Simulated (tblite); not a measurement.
Species: C7H11O (doublet state).
Atom-mapped SMILES: `[CH2:1][C@@:2]1([CH2:3][OH:4])[CH:5]=[C:6]([CH3:7])[CH2:8]1` (hydrogens: H9, H10 on C1; H11, H12 on C3; H13 on O4; H14 on C5; H15, H16, H17 on C7; H18, H19 on C8)

Structure optimised with GFN2-xTB, isolated species. This method treats the open shell by occupation alone, without spin polarisation.

Task: Give the optimised bond lengths and angles.

Result: 
```tsv
bond	length (bohr)	order
C1–C2	2.756	single
C2–C3	2.897	single
C3–O4	2.656	single
C2–C5	2.907	single
C5=C6	2.514	double
C6–C7	2.799	single
C6–C8	2.847	single
C2–C8	2.970	single
C1–H9, C1–H10	2.027	single
C3–H11	2.080	single
C3–H12	2.065	single
O4–H13	1.821	single
C5–H14	2.032	single
C7–H15, C7–H16, C7–H17	2.058	single
C8–H18	2.056	single
C8–H19	2.058	single
```

Bonds in one row agree within 0.02 bohr and their mean is given. Orders are formal, as drawn. A selection of angles:
```tsv
angle	degrees
C2–C1–H9	120.2
H9–C1–H10	119.1
C1–C2–C3	112.4
C1–C2–C5	114.1
C1–C2–C8	116.2
C3–C2–C5	113.4
C3–C2–C8	113.7
C5–C2–C8	84.3
C2–C3–O4	112.9
C2–C3–H11	109.1
C2–C3–H12	109.8
O4–C3–H11	110.4
O4–C3–H12	105.8
H11–C3–H12	108.7
C3–O4–H13	108.2
C2–C5–C6	94.6
C2–C5–H14	130.7
C6–C5–H14	134.7
C5–C6–C7	135.6
C5–C6–C8	94.5
C7–C6–C8	129.9
C6–C7–H15	110.2
C6–C7–H17	110.7
H15–C7–H16	107.6
H15–C7–H17	109.0
C6–C8–H18	115.4
C6–C8–H19	115.7
C2–C8–C6	86.6
C2–C8–H18	114.0
C2–C8–H19	114.2
H18–C8–H19	109.6
```

Torsions: C1–C2–C3–O4 56° (synclinal); C1–C2–C5–C6 116° (anticlinal); C2–C5–C6–C7 180° (antiperiplanar); C5–C6–C8–C2 0° (synperiplanar); C1–C2–C8–C6 -114° (anticlinal); H13–O4–C3–C2 53° (synclinal).

The C–C distances run from 1.330 Å (C5=C6, drawn double) to 1.572 Å (C2–C8, drawn single), a spread of 0.242 Å. C1 (carbon bonded to C and 2 H) is planar (angles 120.2°, 120.1° and 119.1°, sum 359.4°, 0.05 Å off the plane of its three neighbours). C6 (carbon bonded to 3 C) is planar (angles 135.6°, 129.9° and 94.5°, sum 360.0°, 0.00 Å off the plane of its three neighbours). C5 (carbon bonded to 2 C and H) is planar (angles 134.7°, 130.7° and 94.6°, sum 359.9°, 0.02 Å off the plane of its three neighbours). Of the pairs four or more bonds apart, C5···H13 is among the closest relative to their van der Waals radii: 2.78 Å, 96 % of the sum of Bondi's values. The 4-membered ring C2–C5–C6–C8 has internal angles of 84.3° to 94.6°; it is planar, 0.00 Å rms from its mean plane, widest ring torsion 0°.

Point group: C1 (no symmetry element, even within 0.4 Å). Its GFN2-xTB frequencies are all real (lowest 76 cm⁻¹). Torsions: H–C1–C2–C3 -15° and 174°, C1–C2–C3–O4 56°, C2–C3–O4–H 53°. 2 starts were optimised and ended at 0.00 and 2.45 kcal/mol (GFN2-xTB); the lowest of these is shown.

Time: 0.72 s wall. Hardware: one thread of an Arm Neoverse V1, on a shared host. This is the geometry optimisation.

One conformer stands for the species.

All values are computed, not measured.
